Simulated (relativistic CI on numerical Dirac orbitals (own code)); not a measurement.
**Hyperfine structure of Ba²²⁺, mass number 135**

Method of calculation: Dirac-Coulomb-Breit CI, orbitals from a KLI potential per configuration, a model potential for QED, unscaled Slater integrals (own radial code, finite nucleus).

Configuration list (outside the closed core [Ar] 3d10): 4s2 4p4, 4s 4p5, 4s2 4p3 4d, 4p6, 4s 4p4 4d, 4s2 4p3 4f, 4s 4p4 4f, 4p5 4d, 4s 4p3 4d2, 4s2 4p2 4d 4f, 4p5 4f, 4s2 4p3 5s, 4p4 4d2, 4p3 4d3, 4p3 4d2 4f, 4p3 4d2 5s. Double excitations out of closed p, d and f shells are left out; levels of such configurations are missing from the list, as are those of other unlisted configurations, and high levels can miss mixing partners.

Nuclear spin I = 3/2, μ = 0.8381 μN, Q = 0.153 b (tables of Stone and Pyykkö). The electronic factors are computed for point nuclear moments, without core polarisation or the Bohr-Weisskopf and QED corrections.

```json
{"Level": "4s2 4p4 3P_2", "E (eV)": "0.0000", "A (MHz)": "9384", "B (MHz)": "1510"}
{"Level": "4s2 4p4 3P_1", "E (eV)": "18.5320", "A (MHz)": "-3705", "B (MHz)": "-2500"}
{"Level": "4s2 4p4 1D_2", "E (eV)": "21.7685", "A (MHz)": "23240", "B (MHz)": "-6510"}
{"Level": "4s 4p5 3P°_2", "E (eV)": "72.1774", "A (MHz)": "52630", "B (MHz)": "-4550"}
{"Level": "4s 4p5 3P°_1", "E (eV)": "78.1782", "A (MHz)": "-14120", "B (MHz)": "375"}
{"Level": "4s2 4p3 4d 5D°_1", "E (eV)": "91.7112", "A (MHz)": "8150", "B (MHz)": "-1490"}
```

Levels with J = 0, under 50 % of one LS term, or S terms without an open s electron are left out. Small factors come from cancelling terms and can be off by tens of per cent or more.

At this charge energies of transitions that change n are usually good to better than 1 %, and those within a shell (Δn = 0) to a few per cent.

Q: Give the hyperfine levels of 4s2 4p4 3P_2 relative to its centre of gravity.

A: With K = F(F + 1) − I(I + 1) − J(J + 1), E = AK/2 + B[¾K(K + 1) − I(I + 1)J(J + 1)]/[2I(2I − 1)J(2J − 1)]: F = 1/2: -40910, F = 3/2: -28150, F = 5/2: -5633, F = 7/2: 28530 MHz.

LS names give the leading component of a level, which can be under half, so a name can repeat, a term be missing and a line seem to break the LS rules.
